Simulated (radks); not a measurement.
Results of a calculation; reference values are marked as such.
Initial-state core-level shifts of neutral calcium when its valence configuration changes from [Ar] 4s2. Code: a radial shooting solver on a logarithmic mesh with Libxc functionals. Model: non-relativistic Kohn-Sham, BLYP, spin-unpolarised, spherical densities, point nucleus. Shifts are changes of the shell-averaged eigenvalues in eV (positive: less bound); the change of the density at the nucleus, which sets a Mossbauer isomer shift, is in e/bohr^3, on a base of 5329.

[
 {"valence": "3d0.5 4s1.5", "1s": "+1.461", "2s": "+1.769", "2p": "+1.739", "3p": "+1.461", "density at nucleus": "-1.5001"},
 {"valence": "4s1 4p1", "1s": "-1.378", "2s": "-1.378", "2p": "-1.376", "3p": "-1.327", "density at nucleus": "-1.7363"},
 {"valence": "4s0.5 4p1.5", "1s": "-2.010", "2s": "-2.011", "2p": "-2.008", "3p": "-1.934", "density at nucleus": "-2.7446"},
 {"valence": "3d1 4s1", "1s": "+2.176", "2s": "+2.691", "2p": "+2.640", "3p": "+2.226", "density at nucleus": "-2.6180"}
]
